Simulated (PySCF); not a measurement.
**Substituent chemical shifts**

Parent skeleton `[CH3:1][N:2]([CH3:3])[SiH3:4]`; one hydrogen on atom 4 is replaced by X. Hydrogens on one atom are averaged.

[PySCF 2.14.0 with density-fitted response routines: coordinates at the GFN2-xTB level; PBE0/pcSseg-1 with gauge-including orbitals; no solvent model; one averaged value for each set of equivalent atoms; a single conformation; non-relativistic Hamiltonian]

Referencing at the same level of theory: $^{13}$C and $^{29}$Si and $^{1}$H vs TMS; NH3 for $^{15}$N.

Parent (X = H): C1/C3 42.7, N2 9.4, Si4 -45.5, H(C1)/H(C3) 2.61, H(Si4) 4.62 ppm. Effects are Δδ = δ(X) − δ(H), positive for deshielding.

Task: Give Δδ (ppm) for X = NHCOCH3, propynyl, CHO, CN, N=CH2, OCH3, CONH2, SCH3, CH2SiH3.

Result: 
| X | SMILES | C1/C3 | N2 | Si4 | H(C1)/H(C3) | H(Si4) |
| --- | --- | --- | --- | --- | --- | --- |
| NHCOCH3 | CC(=O)N[SiH2]N(C)C | -2.1 | +8.5 | +9.2 | -0.07 | +0.44 |
| propynyl | CC#C[SiH2]N(C)C | -2.0 | +6.0 | -8.0 | +0.05 | +0.28 |
| CHO | CN(C)[SiH2]C=O | -0.8 | +4.8 | -2.9 | +0.11 | -0.02 |
| CN | CN(C)[SiH2]C#N | -0.8 | +13.1 | -13.3 | +0.12 | +0.11 |
| N=CH2 | C=N[SiH2]N(C)C | -3.5 | +9.0 | +10.6 | +0.15 | +0.47 |
| OCH3 | CO[SiH2]N(C)C | -5.5 | +10.8 | +13.2 | -0.13 | +0.26 |
| CONH2 | CN(C)[SiH2]C(N)=O | -0.8 | +10.8 | +3.8 | +0.06 | +0.07 |
| SCH3 | CS[SiH2]N(C)C | -2.5 | -0.7 | +28.5 | -0.03 | +0.62 |
| CH2SiH3 | CN(C)[SiH2]C[SiH3] | -1.9 | +7.9 | +19.5 | -0.04 | +0.08 |

Task: Which position responds most, and to which substituents?

Result: Si4: from -13.3 ppm with CN to +28.5 ppm with SCH3.

Experimental scales use liquid or dissolved standards, which lie at an offset from isolated NH3 (liquid NH3: subtract about 20 ppm).
